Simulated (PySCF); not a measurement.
**I²⁺: ionisation energy**

I²⁺ [Kr] 4d10 5s2 5p3 (4S) → I³⁺ [Kr] 4d10 5s2 5p2 (3P), as a difference of total energies. All numbers are calculated (PySCF 2.14, a scalar-relativistic core potential, in aug-cc-pwCVDZ-PP with ECP28MDF (6s5p4d1f, 48 functions)). Correlated levels: valence: 4s2 4p6 4d10 frozen; valence and next inner shell: nothing frozen outside the core potential. The calculations carry no spin-orbit coupling.

```
                                method  ionisation energy (eV)  difference from reference (eV)
                                   UHF                  29.813                          +0.243
                                   LDA                  30.446                          +0.876
                                   PBE                  30.249                          +0.679
                                  PBE0                  30.361                          +0.791
                                r2SCAN                  30.522                          +0.952
                               wB97X-V                  30.107                          +0.537
                                  BLYP                  30.011                          +0.441
                                   M06                  29.903                          +0.333
                                  MN15                  30.384                          +0.814
                         MP2 (valence)                  30.138                          +0.568
                     SCS-MP2 (valence)                  30.026                          +0.456
    MP2 (valence and next inner shell)                  30.327                          +0.757
SCS-MP2 (valence and next inner shell)                  30.159                          +0.589
```

Reference: 29.57 ± 0.025 eV (measured; NIST Atomic Spectra Database, ionization energies).

The reference lies between the lowest fine-structure levels, while these numbers refer to the centres of the terms.

Errors of the correlated levels include the incompleteness of this basis and the frozen core.
